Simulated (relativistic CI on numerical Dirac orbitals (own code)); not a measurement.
## Cs38+: q coefficients and field-shift factors

These numbers are calculated, not measured: Dirac-Coulomb-Breit CI, separate exchange-only KLI orbitals for each configuration, derivatives by finite differences, unscaled Slater integrals, QED left out (own radial code, finite nucleus).

CI space (outside the closed core [Ne]): 3s2 3p5, 3s 3p6, 3s2 3p4 3d, 3s 3p5 3d, 3p6 3d, 3s 3p4 3d2, 3p5 3d2, 3p4 3d3. Double excitations out of closed p, d and f shells are left out; levels of such configurations are missing from the list, as are those of other unlisted configurations, and high levels can miss mixing partners.

With x = (α/α₀)² − 1 an excitation energy changes as ω = ω₀ + qx; K = 2q/ω₀ is the relative enhancement. Terms are leading LS components, so labels can repeat. The field-shift factor is F = δν/δ⟨r²⟩ for the transition from the lowest level.

Lowest level 3s2 3p5 2P°_3/2.

```csv
Level,ω₀ (cm⁻¹),q (cm⁻¹),F (GHz/fm²)
3s2 3p5 2P°_1/2,682689,756100,-29.8
3s2 3p4 3d 4D_3/2,1260561,48330,0.985
3s2 3p4 3d 4D_5/2,1280895,65140,1.33
3s2 3p4 3d 4P_1/2,1284373,84720,-42.4
3s2 3p4 3d 4F_7/2,1319788,52870,2
3s2 3p4 3d 2P_1/2,1417129,347500,-205
3s2 3p4 3d 2D_3/2,1421957,70310,-0.292
3s2 3p4 3d 2F_7/2,1426373,194900,2.89
3s2 3p4 3d 4F_9/2,1446145,193300,4.29
3s2 3p4 3d 2D_5/2,1600492,213600,0.772
3s2 3p4 3d 2D_3/2,1631267,244800,0.419
3s2 3p4 3d 2D_5/2,1652055,262500,-1.79
3s 3p6 2S_1/2,1697832,703300,-544
```

At this charge energies of transitions that change n are usually good to better than 1 %, and those within a shell (Δn = 0) to a few per cent.

Which transition from the lowest level has the largest |K|?

3s2 3p5 2P°_1/2 at 682689 cm⁻¹, K = 2.22.
